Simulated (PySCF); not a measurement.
**Two-component Hartree-Fock for W (tungsten, neutral)**

Start: [Xe] 4f14 5d4 6s2; 5d3/2 filled at m_j = -3/2, -1/2, +1/2, +3/2. Calculated with PySCF 2.14 in x2c-SVPall-2c with one added diffuse shell each of s, d type (8s9p10d2f, 99 functions): generalised Hartree-Fock with the X2C-1e Hamiltonian and a Gaussian nucleus; one run each with spin-orbit coupling (SO) switched off, then screened by Boettger's factors.

```json
{"spinor shell": "1s1/2", "electrons": "2", "ε, spin-free (eV)": "-69896.7", "ε, screened SO (eV)": "-69875.2", "weight of nominal j (screened SO)": "1.000", "rms radius, screened SO (bohr)": "0.0208"}
{"spinor shell": "2s1/2", "electrons": "2", "ε, spin-free (eV)": "-12206.2", "ε, screened SO (eV)": "-12199.3", "weight of nominal j (screened SO)": "1.000", "rms radius, screened SO (bohr)": "0.0838"}
{"spinor shell": "2p1/2", "electrons": "2", "ε, spin-free (eV)": "-10679.3", "ε, screened SO (eV)": "-11645.9", "weight of nominal j (screened SO)": "1.000", "rms radius, screened SO (bohr)": "0.0713"}
{"spinor shell": "2p3/2", "electrons": "4", "ε, spin-free (eV)": "-10679.3", "ε, screened SO (eV)": "-10286.6", "weight of nominal j (screened SO)": "1.000", "rms radius, screened SO (bohr)": "0.0787"}
{"spinor shell": "3s1/2", "electrons": "2", "ε, spin-free (eV)": "-2873.9", "ε, screened SO (eV)": "-2871.4", "weight of nominal j (screened SO)": "1.000", "rms radius, screened SO (bohr)": "0.214"}
{"spinor shell": "3p1/2", "electrons": "2", "ε, spin-free (eV)": "-2413.8", "ε, screened SO (eV)": "-2625.1", "weight of nominal j (screened SO)": "1.000", "rms radius, screened SO (bohr)": "0.206"}
{"spinor shell": "3p3/2", "electrons": "4", "ε, spin-free (eV)": "-2413.8", "ε, screened SO (eV)": "-2326.1", "weight of nominal j (screened SO)": "1.000", "rms radius, screened SO (bohr)": "0.221"}
{"spinor shell": "3d3/2", "electrons": "4", "ε, spin-free (eV)": "-1878.4", "ε, screened SO (eV)": "-1915.7", "weight of nominal j (screened SO)": "1.000", "rms radius, screened SO (bohr)": "0.195"}
{"spinor shell": "3d5/2", "electrons": "6", "ε, spin-free (eV)": "-1878.4", "ε, screened SO (eV)": "-1851.2", "weight of nominal j (screened SO)": "1.000", "rms radius, screened SO (bohr)": "0.199"}
{"spinor shell": "4s1/2", "electrons": "2", "ε, spin-free (eV)": "-625.60", "ε, screened SO (eV)": "-624.72", "weight of nominal j (screened SO)": "1.000", "rms radius, screened SO (bohr)": "0.478"}
{"spinor shell": "4p1/2", "electrons": "2", "ε, spin-free (eV)": "-471.91", "ε, screened SO (eV)": "-521.18", "weight of nominal j (screened SO)": "1.000", "rms radius, screened SO (bohr)": "0.487"}
{"spinor shell": "4p3/2", "electrons": "4", "ε, spin-free (eV)": "-471.91", "ε, screened SO (eV)": "-451.13", "weight of nominal j (screened SO)": "1.000", "rms radius, screened SO (bohr)": "0.519"}
{"spinor shell": "4d3/2", "electrons": "4", "ε, spin-free (eV)": "-273.19", "ε, screened SO (eV)": "-280.74", "weight of nominal j (screened SO)": "0.999", "rms radius, screened SO (bohr)": "0.544"}
{"spinor shell": "4d5/2", "electrons": "6", "ε, spin-free (eV)": "-273.19", "ε, screened SO (eV)": "-267.29", "weight of nominal j (screened SO)": "1.000", "rms radius, screened SO (bohr)": "0.556"}
{"spinor shell": "5s1/2", "electrons": "2", "ε, spin-free (eV)": "-94.064", "ε, screened SO (eV)": "-93.822", "weight of nominal j (screened SO)": "1.000", "rms radius, screened SO (bohr)": "1.15"}
{"spinor shell": "5p1/2", "electrons": "2", "ε, spin-free (eV)": "-52.962", "ε, screened SO (eV)": "-61.425", "weight of nominal j (screened SO)": "0.932", "rms radius, screened SO (bohr)": "1.32"}
{"spinor shell": "4f5/2", "electrons": "6", "ε, spin-free (eV)": "-50.302", "ε, screened SO (eV)": "-51.182", "weight of nominal j (screened SO)": "0.978", "rms radius, screened SO (bohr)": "0.679"}
{"spinor shell": "5p3/2", "electrons": "4", "ε, spin-free (eV)": "-52.962", "ε, screened SO (eV)": "-48.995", "weight of nominal j (screened SO)": "0.935", "rms radius, screened SO (bohr)": "1.34"}
{"spinor shell": "4f7/2", "electrons": "8", "ε, spin-free (eV)": "-50.302", "ε, screened SO (eV)": "-48.821", "weight of nominal j (screened SO)": "0.982", "rms radius, screened SO (bohr)": "0.678"}
{"spinor shell": "5d3/2", "electrons": "4", "ε, spin-free (eV)": "-10.342", "ε, screened SO (eV)": "-10.357", "weight of nominal j (screened SO)": "0.640", "rms radius, screened SO (bohr)": "2.16"}
{"spinor shell": "6s1/2", "electrons": "2", "ε, spin-free (eV)": "-7.269", "ε, screened SO (eV)": "-7.230", "weight of nominal j (screened SO)": "0.987", "rms radius, screened SO (bohr)": "3.69"}
```

```
   quantity     spin-free   screened SO
E (hartree)  -16129.81138  -16148.72891
        M_J             0             0
       ⟨J²⟩         4.131         3.078
       ⟨L²⟩         6.097         5.826
       ⟨S²⟩         6.034         5.769
```

The determinant has a definite M_J but mixes levels of different J.

Each row is a mean over spinors that exchange with the open shell spreads, by up to 4.050 eV (5p3/2).

Rows whose weight is well below 1 are mixtures of j = l ± 1/2: exchange outweighs spin-orbit coupling there, and the label is only the starting occupation.

Breit and QED terms are absent; they matter most for the inner s and p1/2 levels.

Densities and radii are taken from the X2C orbitals without a picture-change correction, which distorts them close to the nucleus.

Without spin-orbit coupling the j labels of p, d and f shells carry no meaning; the spin-free column gives the mean over the occupied spinors of each nl shell, and its ⟨J²⟩ belongs to a mixture of degenerate components.
